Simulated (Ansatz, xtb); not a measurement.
CH7NSSi3: 4 structures ranked

4 gas-phase structures of CH7NSSi3, from a drawn sample of its isomers (lower ones may exist). Each was relaxed with GFN2-xTB; where two conformers were screened, the lower at r2SCAN-D4/def2-SVP is listed:

A. `N#C[Si]([SiH3])([SiH3])S`, a singlet
B. `N#C[SiH2][SiH2][SiH2]S`, a singlet
C. `N#C[Si@@H](S)[SiH2][SiH3]`, a singlet
D. `N#C[Si@@H]([SiH3])[SiH2]S`, a singlet

Estimate their order in r2SCAN-D4/def2-SVP energy at these geometries, lowest first.

Calculated order at r2SCAN-D4/def2-SVP: A (0.000), B (0.007), D (0.022), C (0.022) eV. Less than 1 kcal/mol parts A and B; B and D; D and C, so the order within those pairs means little.

Energies above the lowest of each column, in eV; the last columns are at B3LYP-D3(BJ)/def2-SVP geometries:

| structure | GFN2-xTB | HF/STO-3G | r2SCAN-D4/def2-SVP | B3LYP-D3(BJ)/def2-SVP | CCSD(T)/def2-SVP + ΔMP2/def2-TZVPP |
| --- | --- | --- | --- | --- | --- |
| A | 0.090 | 0.027 | 0.000 | 0.002 | 0.000 |
| B | 0.048 | 0.000 | 0.007 | 0.002 | 0.011 |
| D | 0.000 | 0.011 | 0.022 | 0.025 | 0.025 |
| C | 0.093 | 0.048 | 0.022 | 0.000 | 0.000 |

CCSD(T)/def2-SVP + ΔMP2/def2-TZVPP has A and B and C and D within 1 kcal/mol of each other at the bottom, and every level picks one of them. CCSD(T)/def2-SVP + ΔMP2/def2-TZVPP orders those it was run on as C (0.000), A (0.000), B (0.011), D (0.025) eV. Less than 1 kcal/mol parts C and A; A and B; B and D, so the order within those pairs means little. Flexible structures stand in one conformer each, not always the lowest. ΔMP2 is the change of the MP2 energy from the smaller to the larger basis.

Over these structures GFN2-xTB departs from r2SCAN-D4/def2-SVP by 0.035 eV on average once a common shift is removed. A GFN2-xTB relaxation took about 0.59 s and the r2SCAN-D4/def2-SVP energy about 7.1 s on a shared host (Ansatz 0.2.0, xtb 6.7.1).
